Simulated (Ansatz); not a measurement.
Born–Oppenheimer molecular dynamics of CH₇FO₂Si₂ (13 atoms, charge 0, multiplicity 1). It goes on from the last frame of an earlier run, with new velocities.

Level of theory: RKS PBE-D4/STO-3G (Ansatz 0.2.0).

* ensemble: NVE (velocity Verlet)
* time step: 0.5 fs
* steps asked: 266
* starting velocities drawn for: 500 K
* masses: H 2.014 u
* seed: 20455

First frame:

```xyz
13
Properties=species:S:1:pos:R:3
O -0.932 -0.807 -1.757
C -0.146 -0.128 -0.666
O -0.658 -0.626 0.639
Si 0.451 -1.693 1.317
Si -0.021 1.813 -0.576
F 0.813 2.405 0.725
H -1.864 -0.344 -1.846
H 0.974 -0.434 -0.909
H 0.605 -2.772 0.387
H -0.101 -2.267 2.536
H 1.725 -1.138 1.697
H 0.900 2.136 -1.696
H -1.367 2.394 -0.849
```

How far do the bonds stretch over the last three quarters of this one trajectory? (Pairs bonded in most of those frames.)


| bond | mean (Å) | spread (Å) | shortest | longest |
| --- | --- | --- | --- | --- |
| O1–C2 | 1.489 | 0.030 | 1.44 | 1.55 |
| O1–H7 | 1.045 | 0.009 | 1.03 | 1.06 |
| C2–O3 | 1.490 | 0.054 | 1.41 | 1.58 |
| C2–Si5 | 1.937 | 0.042 | 1.85 | 2.01 |
| C2–H8 | 1.134 | 0.026 | 1.09 | 1.18 |
| O3–Si4 | 1.739 | 0.053 | 1.65 | 1.84 |
| Si4–H9 | 1.464 | 0.026 | 1.42 | 1.51 |
| Si4–H10 | 1.459 | 0.021 | 1.42 | 1.50 |
| Si4–H11 | 1.466 | 0.024 | 1.43 | 1.50 |
| Si5–F6 | 1.657 | 0.021 | 1.62 | 1.70 |
| Si5–H12 | 1.471 | 0.026 | 1.43 | 1.52 |
| Si5–H13 | 1.470 | 0.023 | 1.43 | 1.51 |

Mean temperature of the second half: 400 K. The conserved energy stayed within 0.033 meV per atom of its start (net change -0.0027 meV per atom), so the integration is sound. A run of 0.13 ps of so small a system gives no equilibrium averages. Limits of this set-up: minimal basis.

Time of the run: 5.7 min on 1 thread of Intel(R) Xeon(R) 6975P-C (Granite Rapids) (shared host), peak memory 0.1 GiB.
